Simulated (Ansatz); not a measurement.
Computed with Ansatz on PBE0-D4/def2-TZVP structures; ΔE is electronic, products minus reactants. CCSD(T)/CBS adds triple-zeta CCSD(T) − MP2 to the extrapolated MP2 energy (def2 sets, frozen cores). Functionals use def2-TZVPP. Elements past krypton have def2 core potentials. For Te outer-core shells are correlated without core-valence functions, which leaves a few kJ/mol of doubt a bond. One conformer a species, not always the lowest.

Reaction (redistribution): `[CH3][AlH][TeH]` + `C=N[SiH2]N[SiH3]` → `[SiH3][NH][AlH][TeH]` + `C=N[SiH2]C`

```
        level  ΔE (eV)
       B2PLYP    -0.36
         PBE0    -0.34
HF/def2-QZVPP    -0.31
MP2/CBS(def2)    -0.37
```

(1) What does CCSD(T)/CBS give? (An estimate is asked.)

Largest T1 diagnostic among the species: 0.012.

Results:

(1) The calculation gave: -0.37 eV. The listed levels differ from it by 0.01, 0.03, 0.06, 0.00 eV.

In def2-TZVPP, CCSD(T) changes the Hartree–Fock value by −0.06 eV (the triples alone add −0.01 eV) and MP2 by −0.06 eV.
